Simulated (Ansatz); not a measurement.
C4H8Si can be A, `C#CC(C)[SiH3]`, or B, `CC=C=C[SiH3]`.

Program: Ansatz. Geometries: PBE0-D4/def2-TZVP. ΔE: electronic, gas phase. CCSD(T)/CBS is the MP2 limit (def2-TZVPP, def2-QZVPP) plus CCSD(T) − MP2 in def2-TZVPP, frozen cores. Functionals use def2-TZVPP. B3LYP here is the variant with VWN-RPA as its local correlation; programs differ in this.

Task: Which is lower in electronic energy at CCSD(T)/CBS, and by how much? (Estimate.)

Result: Ansatz gave: B, by 21.0 kJ/mol.

Task: Give E(B) − E(A) in kJ/mol with PBE-D4, MP2/def2-TZVPP, LDA (SPW92), B2PLYP, r2SCAN-D4, B3LYP-D4, HF/def2-TZVPP. (Estimate.)

Result: Ansatz gave: PBE-D4 -43.3, MP2/def2-TZVPP -9.3, LDA (SPW92) -43.2, B2PLYP -29.3, r2SCAN-D4 -41.4, B3LYP-D4 -38.6, HF/def2-TZVPP -29.4. None reverses the order clearly.

Task: Does the order hold for the free energy at 298.15 K (harmonic terms from PBE0-D4)? (Estimate.)

Result: Ansatz gave: Yes: G(B) − G(A) = -22.6 kJ/mol.

Largest T1 diagnostic: 0.012.

The D4 term adds +4.4 kJ/mol with B3LYP and +2.2 kJ/mol with PBE0; it sums over pairs of atoms, weighted by their polarisabilities, and B3LYP, whose exchange is more repulsive, gets the larger term. From PBE to PBE0 (25 % exact exchange), in def2-TZVPP and without D4, E(B) − E(A) moves by +5.8 kJ/mol.
